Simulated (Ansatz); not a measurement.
C2H9GeN, SMILES `C[NH][GeH2][CH3]`, relaxed with RKS PBE0-D4/def2-TZVP in Ansatz from a PBE-D4/def2-SVP geometry. The force threshold is 0.005 eV/Å; the program also tests the step.

Charge 0, multiplicity 1.

Start:

```xyz
13

C    -1.436   -0.348   -1.268
N    -1.319    0.171    0.084
Ge    0.287    0.884    0.682
C     1.795   -0.392    0.718
H    -2.503   -0.527   -1.528
H    -1.057    0.404   -1.993
H    -0.884   -1.301   -1.476
H    -1.774   -0.434    0.775
H    -0.008    1.411    2.114
H     0.625    2.055   -0.285
H     1.987   -0.799   -0.295
H     1.572   -1.237    1.400
H     2.715    0.114    1.074
```

```csv
step,energy (eV),largest force (eV/Å),largest move (Å)
1,-60219.1006,0.554,0.000
2,-60219.1454,0.187,0.047
3,-60219.1495,0.043,0.024
4,-60219.1498,0.021,0.013
5,-60219.1501,0.024,0.030
6,-60219.1502,0.020,0.014
7,-60219.1502,0.009,0.011
8,-60219.1503,0.006,0.006
9,-60219.1503,0.002,0.002
```

End:

```xyz
13

C    -1.380   -0.366   -1.241
N    -1.329    0.206    0.089
Ge    0.267    0.896    0.695
C     1.743   -0.391    0.669
H    -2.417   -0.551   -1.538
H    -0.968    0.348   -1.961
H    -0.826   -1.309   -1.362
H    -1.796   -0.378    0.768
H     0.006    1.387    2.131
H     0.606    2.076   -0.238
H     1.901   -0.768   -0.343
H     1.526   -1.234    1.326
H     2.666    0.085    1.007
```

Hardware: 4 threads of a server CPU on a shared host. Wall time 22 s, peak host memory 0.57 GiB.
